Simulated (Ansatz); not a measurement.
C2H9BOSi can be A, `BOC(C)[SiH3]`, or B, `CCBO[SiH3]`.

Program: Ansatz. Geometries: PBE0-D4/def2-TZVP. ΔE: electronic, gas phase. CCSD(T)/CBS is the MP2 limit (def2-TZVPP, def2-QZVPP) plus CCSD(T) − MP2 in def2-TZVPP, frozen cores. DFT in def2-TZVPP. B3LYP here is the variant with VWN-RPA as its local correlation; programs differ in this. Each species was taken in one conformer, which may not be the lowest.

A:

Z-matrix (Å, degrees):
```
C
O 1 1.432
Si 1 1.900 2 107.7
C 1 1.514 2 109.1 3 123.0
H 1 1.099 2 108.7 3 -117.5
B 2 1.340 1 122.4 3 116.8
H 3 1.488 1 109.1 2 -177.7
H 3 1.486 1 109.6 2 62.6
H 3 1.486 1 109.6 2 -58.0
H 4 1.093 1 110.5 2 -179.4
H 4 1.092 1 110.9 2 -59.2
H 4 1.093 1 110.7 2 60.8
H 6 1.204 2 120.2 1 0.6
H 6 1.196 2 116.9 1 -179.5
```

B:

Z-matrix (Å, degrees):
```
C
C 1 1.525
H 1 1.093 2 111.3
H 1 1.092 2 112.0 3 -120.2
H 1 1.093 2 111.2 3 119.3
B 2 1.563 1 115.4 3 -64.9
H 2 1.102 1 109.3 3 177.0
H 2 1.096 1 111.5 3 61.8
O 6 1.356 2 120.1 1 154.8
H 6 1.209 2 121.6 1 -27.1
Si 9 1.652 6 132.1 2 177.6
H 11 1.483 9 108.3 6 -119.5
H 11 1.483 9 108.2 6 121.6
H 11 1.486 9 110.5 6 1.1
```

Question: Which is lower in electronic energy at CCSD(T)/CBS, and by how much? (An estimate is asked.)

Answer: Computed: B, by 43.2 kcal/mol.

Question: Give E(B) − E(A) in kcal/mol with B3LYP, B3LYP-D4, PBE0-D4, CCSD(T)/def2-TZVPP, HF/def2-TZVPP, ωB97M-V, CCSD/def2-TZVPP. (Best estimate.)

Answer: Computed: B3LYP -43.2, B3LYP-D4 -41.9, PBE0-D4 -41.6, CCSD(T)/def2-TZVPP -42.6, HF/def2-TZVPP -47.4, ωB97M-V -42.6, CCSD/def2-TZVPP -43.7. None reverses the order clearly.

Largest T1 diagnostic: 0.013.

The D4 term adds +1.3 kcal/mol with B3LYP and +0.7 kcal/mol with PBE0; it sums over pairs of atoms, weighted by their polarisabilities, and B3LYP, whose exchange is more repulsive, gets the larger term. From PBE to PBE0 (25 % exact exchange), in def2-TZVPP and without D4, E(B) − E(A) moves by −2.2 kcal/mol.
